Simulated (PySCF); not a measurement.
**InC: energy against distance**

Set-up: basis In def2-SVPD with ECP28, C def2-SVPD; scalar-relativistic core potentials; PySCF 2.14. Energies in eV from In + C in their ground configurations at the same level. All curves are PBE0. state 1: ⁴Σ⁻ (quartet), unpaired electrons σ ↑, π ↑↑; state 2: Ms = 0.5 determinant of mixed spin (⟨S²⟩ near 1.8), unpaired electrons σ ↓, π ↑↑, a second solution, started from another occupation; state 3: Ms = 0.5 determinant of mixed spin (⟨S²⟩ near 1.8), unpaired electrons σ ↑, π ↑↓, a mixture of terms (⟨Lz²⟩ = 2.0), a second solution, started from another occupation; state 4: ²Π (doublet), unpaired electrons π ↑, a second solution, started from another occupation.

```csv
R (Å),state 1,state 2,state 3,state 4
1.916,-2.332,-1.811,-1.712,-1.171
2.005,-2.692,-2.150,-2.063,-1.307
2.094,-2.888,-2.328,-2.252,-1.319
2.161,-2.957,-2.385,-2.316,-1.276
2.228,-2.975,-2.394,-2.331,-1.205
2.295,-2.954,-2.367,-2.309,-1.118
2.384,-2.883,-2.289,-2.236,-0.992
2.495,-2.745,-2.149,-2.099,-0.834
2.629,-2.539,-1.946,-1.895,-0.662
2.807,-2.233,-1.656,-1.595,-0.473
```

Put a parabola through the three lowest points of the state 1 curve and estimate Re, k and ωe (reduced mass 10.87 u; 1 eV/Å² = 0.16022 mdyn/Å; ωe = 1302.8·√(k/μ) cm⁻¹).

Through R = 2.161, 2.228, 2.295 Å the second-order coefficient is 4.34 eV/Å², so Re ≈ 2.225 Å, k ≈ 1.39 mdyn/Å and ωe ≈ 466 cm⁻¹. A polynomial fit of higher order to the unrounded PBE0 energies gives Re = 2.223 Å, k = 1.40 mdyn/Å, ωe = 468 cm⁻¹; anharmonicity and rounding make the difference.

The higher-order fit for each curve: state 1: Re = 2.223 Å, ωe = 468 cm⁻¹, De = 2.97 eV; state 2: Re = 2.208 Å, ωe = 469 cm⁻¹, minimum 2.40 eV below the ground-state fragments; state 3: Re = 2.219 Å, ωe = 466 cm⁻¹, minimum 2.33 eV below the ground-state fragments; state 4: Re = 2.060 Å, ωe = 540 cm⁻¹, minimum 1.33 eV below the ground-state fragments.

⟨S²⟩ of the unrestricted solution departs from its pure value on part of the curve, where spin states mix. These are scalar-relativistic numbers at best; spin–orbit coupling would shift them, the dissociation energy most. The state was picked by a PBE0 search and need not be the measured ground state.
